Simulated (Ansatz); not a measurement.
C3H5BrSi, SMILES `C=C1[SiH2]C1Br`, one more setting.

```yaml
crystal:
  periodic: [false, false, false]
  atoms:
    - {symbol: C, position_ang: [0.060717, 1.954390, 0.282437]}
    - {symbol: C, position_ang: [0.197977, 0.484649, 0.188505]}
    - {symbol: Si, position_ang: [0.095780, -1.418343, 0.922499]}
    - {symbol: C, position_ang: [0.105198, -0.657732, -1.028624]}
    - {symbol: Br, position_ang: [-1.584152, -0.624170, -2.376442]}
    - {symbol: H, position_ang: [0.106381, 2.528843, 1.351595]}
    - {symbol: H, position_ang: [-0.118068, 2.638095, -0.709754]}
    - {symbol: H, position_ang: [1.438316, -2.226376, 1.462422]}
    - {symbol: H, position_ang: [-1.332453, -1.919319, 1.589175]}
    - {symbol: H, position_ang: [1.123486, -0.817380, -1.678452]}
basis:
  gaussian: {orbitals: def2-SVPD, point_charges: [{charge: 1.00, position_ang: [5.500, -0.037, -0.021]}]}
total_charge: 1
magnetization: {spin_polarized: true, initial_magnetization: 1}
hamiltonian: {xc: {name: PBE0}, dispersion: d4}
output: {forces: true}
```

```sh
$ ansatz run in.yaml --threads 4 --pin off --events-out ev --progress --plain --max-ram 10444MiB
```

Output, abridged:

```
Functional definition: PBE0
1629 factors; integrals over basis functions are off by at most 1.1e-3 eV
mean field evaluation 1: about -81058.7830 eV, gradient 4.6e1 eV
mean field evaluation 2: about -81008.4814 eV, gradient 9.2e1 eV
mean field evaluation 4: about -81069.4058 eV, gradient 1.9e1 eV
mean field evaluation 8: about -81071.6209 eV, gradient 7.9e-1 eV
mean field evaluation 16: about -81071.6819 eV, gradient 6.1e-2 eV
mean field evaluation 32: about -81071.6824 eV, gradient 3.8e-4 eV
mean field -81071.68237697 eV, -2979.3293749936 hartree, gradient 1.4e-6 eV, S^2 0.764214; 6 other end points of the search recorded, 0 dependent functions left out
reference -81071.68242836 eV, -2979.3293768820 hartree; 36, 35 occupied and 129, 130 virtual orbitals, 1629 factors
Total energy: -81071.87938580 eV, -2979.3366149347 hartree
Atom 0 at     0.060717     1.954390     0.282437 Å, force    -0.366998    -1.984097    -0.237370 eV/Å
Atom 1 at     0.197977     0.484649     0.188505 Å, force    -0.664296    -0.003725    -1.599691 eV/Å
Atom 2 at     0.095780    -1.418343     0.922499 Å, force    -0.422034     0.867051     0.423896 eV/Å
Atom 3 at     0.105198    -0.657732    -1.028624 Å, force     0.367743     2.755696     0.061284 eV/Å
Atom 4 at    -1.584152    -0.624170    -2.376442 Å, force     2.530433    -0.088034     2.102555 eV/Å
Atom 5 at     0.106381     2.528843     1.351595 Å, force    -0.008167    -1.603197    -2.648586 eV/Å
Atom 6 at    -0.118068     2.638095    -0.709754 Å, force     0.530863    -1.834358     2.421729 eV/Å
Atom 7 at     1.438316    -2.226376     1.462422 Å, force    -1.675615     1.079143    -1.008404 eV/Å
Atom 8 at    -1.332453    -1.919319     1.589175 Å, force     1.902157     0.741271    -0.992507 eV/Å
Atom 9 at     1.123486    -0.817380    -1.678452 Å, force    -2.511920     0.034046     1.469071 eV/Å
Dipole moment:     0.272700     0.155448     0.841444 e Å
```

Run time 21 s (4 threads of an Arm Neoverse V2 on a shared host); peak host memory 0.7 GiB.
